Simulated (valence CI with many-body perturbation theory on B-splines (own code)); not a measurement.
## Ni XVI: calculated level list

Level of theory: relativistic CI+MBPT: three valence electrons over a frozen Dirac-Fock core [Ne], radial functions for each j: 11 s, 11 p, 9 d, 7 f, 5 g, 2 h, 1 i, with the one-electron correlation potential Σ1, the two-electron term Σ2, the three-electron term Σ3, Breit, model QED; selected CI, second order for the rest (own B-spline code, finite nucleus).

No measured levels were compared; by estimate levels of excited configurations hold to 0.05 to 0.15 % of their energy, terms of the ground configuration to about 0.5 %.

Levels 1 to 45 of 66, with energies above the lowest level, 3s2.3p 2P°_1/2. "Leading %" is the weight of the configuration and term that name the level; weights of strongly mixed levels are sums over their largest components and can fall short. Lifetimes count E1, E2, E3, M1 and M2 decay at the calculated energies, and are blank where another channel may lead or the interval is too uncertain; long ones can be off by a factor of two.

| No. | Configuration | Term | J | E (cm⁻¹) | Leading % | Second component | Lifetime |
| --- | --- | --- | --- | --- | --- | --- | --- |
| 1 | 3s2.3p | 2P° | 1/2 | 0 | 97 |  |  |
| 2 | 3s2.3p | 2P° | 3/2 | 27775 | 97 |  | 5.17 ms |
| 3 | 3s.3p2 | 4P | 1/2 | 259390 | 98 |  | 13.2 ns |
| 4 | 3s.3p2 | 4P | 3/2 | 271300 | 99 |  | 73.5 ns |
| 5 | 3s.3p2 | 4P | 5/2 | 284890 | 96 |  | 16.6 ns |
| 6 | 3s.3p2 | 2D | 3/2 | 347070 | 86 | 11 % 3s2.3d 2D | 300 ps |
| 7 | 3s.3p2 | 2D | 5/2 | 351230 | 84 | 11 % 3s2.3d 2D | 421 ps |
| 8 | 3s.3p2 | 2S | 1/2 | 417790 | 65 | 32 % 3s.3p2 2P | 38.6 ps |
| 9 | 3s.3p2 | 2P | 1/2 | 448470 | 65 | 32 % 3s.3p2 2S | 26.5 ps |
| 10 | 3s.3p2 | 2P | 3/2 | 458230 | 95 |  | 20.6 ps |
| 11 | 3s2.3d | 2D | 3/2 | 539840 | 86 | 11 % 3s.3p2 2D | 19.7 ps |
| 12 | 3s2.3d | 2D | 5/2 | 543100 | 86 | 11 % 3s.3p2 2D | 22.3 ps |
| 13 | 3p3 | 2D° | 3/2 | 662750 | 59 | 25 % 3s.3p.3d 2D° | 124 ps |
| 14 | 3p3 | 2D° | 5/2 | 669960 | 69 | 30 % 3s.3p.3d 2D° | 197 ps |
| 15 | 3p3 | 4S° | 3/2 | 678600 | 86 | 7 % 3p3 2D° | 25.9 ps |
| 16 | 3s.3p.3d | 4F° | 3/2 | 733850 | 97 |  | 1.46 ns |
| 17 | 3p3 | 2P° | 1/2 | 739650 | 81 | 17 % 3s.3p.3d 2P° | 50.1 ps |
| 18 | 3s.3p.3d | 4F° | 5/2 | 739830 | 98 |  | 1.54 ns |
| 19 | 3p3 | 2P° | 3/2 | 746430 | 68 | 18 % 3s.3p.3d 2P° | 50.9 ps |
| 20 | 3s.3p.3d | 4F° | 7/2 | 748680 | 98 |  | 1.65 ns |
| 21 | 3s.3p.3d | 4F° | 9/2 | 761460 | 100 |  |  |
| 22 | 3s.3p.3d | 4P° | 5/2 | 788250 | 62 | 30 % 3s.3p.3d 4D° | 30.3 ps |
| 23 | 3s.3p.3d | 4D° | 3/2 | 791200 | 62 | 35 % 3s.3p.3d 4P° | 24.4 ps |
| 24 | 3s.3p.3d | 4D° | 1/2 | 792890 | 88 | 10 % 3s.3p.3d 4P° | 21.1 ps |
| 25 | 3s.3p.3d | 4D° | 7/2 | 807060 | 97 |  | 22.0 ps |
| 26 | 3s.3p.3d | 4D° | 5/2 | 808160 | 69 | 26 % 3s.3p.3d 4P° | 23.5 ps |
| 27 | 3s.3p.3d | 4P° | 1/2 | 808340 | 89 | 10 % 3s.3p.3d 4D° | 31.2 ps |
| 28 | 3s.3p.3d | 4P° | 3/2 | 808620 | 62 | 36 % 3s.3p.3d 4D° | 27.3 ps |
| 29 | 3s.3p.3d | 2D° | 3/2 | 822400 | 76 | 17 % 3p3 2D° | 24.1 ps |
| 30 | 3s.3p.3d | 2D° | 5/2 | 823550 | 68 | 15 % 3p3 2D° | 25.6 ps |
| 31 | 3s.3p.3d | 2F° | 5/2 | 849990 | 95 |  | 48.9 ps |
| 32 | 3s.3p.3d | 2F° | 7/2 | 871680 | 99 |  | 45.5 ps |
| 33 | 3s.3p.3d | 2P° | 3/2 | 919850 | 73 | 14 % 3p3 2P° | 16.3 ps |
| 34 | 3s.3p.3d | 2P° | 1/2 | 932460 | 87 | 11 % 3p3 2P° | 19.3 ps |
| 35 | 3s.3p.3d | 2F° | 7/2 | 934300 | 97 |  | 17.0 ps |
| 36 | 3s.3p.3d | 2F° | 5/2 | 938270 | 96 |  | 16.2 ps |
| 37 | 3s.3p.3d | 2P° | 1/2 | 958360 | 90 | 5 % 3p3 2P° | 13.3 ps |
| 38 | 3s.3p.3d | 2D° | 3/2 | 960190 | 55 | 38 % 3s.3p.3d 2P° | 12.6 ps |
| 39 | 3s.3p.3d | 2P° | 3/2 | 964190 | 65 | 24 % 3s.3p.3d 2D° | 12.7 ps |
| 40 | 3s.3p.3d | 2D° | 5/2 | 964470 | 83 | 12 % 3p3 2D° | 11.2 ps |
| 41 | 3p2.3d | 2F | 5/2 | 1100700 | 86 | 11 % 3s.3d2 2F | 137 ps |
| 42 | 3p2.3d | 4F | 3/2 | 1103500 | 91 |  | 51.5 ps |
| 43 | 3p2.3d | 2F | 7/2 | 1110200 | 76 | 11 % 3s.3d2 2F | 108 ps |
| 44 | 3p2.3d | 4F | 5/2 | 1110700 | 90 | 7 % 3p2.3d 4D | 50.9 ps |
| 45 | 3p2.3d | 4F | 7/2 | 1120500 | 87 | 9 % 3p2.3d 4D | 50.7 ps |

Names give the largest LS component (configuration and term), which can be under half, so a name can repeat, a term be missing and a line seem to break the LS rules; names also repeat where a configuration has a term twice.

Where two levels of one J and parity lie close, their mixing, g and order are uncertain.

The ionisation energy to 3s2 1S_0 of the next ion comes out as 498.61 eV (NIST: 495.4 ± 1.7 eV (semi-empirical)). All 66 levels together are meant to be complete up to 1280600 cm⁻¹.
